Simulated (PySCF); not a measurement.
## [PbBr2]2+ at several levels of theory

Computed with PySCF 2.14.0 (density fitting, no spin-orbit coupling) at the geometry relaxed with TPSS:

```xyz
3
[PbBr2]2+ (singlet)
Pb    0.0000    0.0000    0.0000
Br    0.0000    0.0000    2.4869
Br    0.0000    0.0000   -2.4869
```

```json
{"level": "TPSS", "basis": "Pb def2-SVP with ECP60, Br def2-SVP", "state": "singlet", "HOMO (eV)": "-18.81", "gap (eV)": "1.15", "charge on Pb1 (e)": "1.25", "dipole about the centre of mass (D)": "0.00", "largest force component (eV/Å)": "0.01"}
{"level": "PBE", "basis": "the same", "state": "singlet", "HOMO (eV)": "-18.70", "gap (eV)": "1.01", "charge on Pb1 (e)": "1.20", "dipole about the centre of mass (D)": "0.00", "largest force component (eV/Å)": "0.05"}
{"level": "r2SCAN", "basis": "the same", "state": "singlet", "HOMO (eV)": "-19.06", "gap (eV)": "1.28", "charge on Pb1 (e)": "1.28", "dipole about the centre of mass (D)": "0.00", "largest force component (eV/Å)": "0.23"}
{"level": "revPBE", "basis": "the same", "state": "singlet", "HOMO (eV)": "-18.63", "gap (eV)": "1.03", "charge on Pb1 (e)": "1.22", "dipole about the centre of mass (D)": "0.00", "largest force component (eV/Å)": "0.20"}
{"level": "TPSS", "basis": "Pb def2-TZVP with ECP60, Br def2-TZVP", "state": "singlet", "HOMO (eV)": "-18.67", "gap (eV)": "1.26", "charge on Pb1 (e)": "1.35", "dipole about the centre of mass (D)": "0.00", "largest force component (eV/Å)": "0.53"}
{"level": "TPSS", "basis": "Pb x2c-SVPall, Br x2c-SVPall", "state": "singlet", "HOMO (eV)": "-18.78", "gap (eV)": "1.13", "charge on Pb1 (e)": "1.30", "dipole about the centre of mass (D)": "0.00", "largest force component (eV/Å)": "0.32"}
```

Charges are Mulliken's, which hang on the basis. The relaxation used the grid (50, 194), these runs (75, 302) or, all-electron (x2c bases, spin-free X2C Hamiltonian), (99, 590).

Question: What does BP86 with Pb def2-SVP with ECP60, Br def2-SVP give here?

Answer: state singlet, HOMO (eV) -18.82, gap (eV) 0.98, charge on Pb1 (e) 1.20, dipole about the centre of mass (D) 0.00, largest force component (eV/Å) 0.10. Time: 3.2 s on 2 threads of Arm Neoverse V1 (shared host), from an already converged density.

No frequency check is given that shows the relaxed geometry to be a minimum.

Small gap, closed shell not tested for a spin-broken solution: BP86.
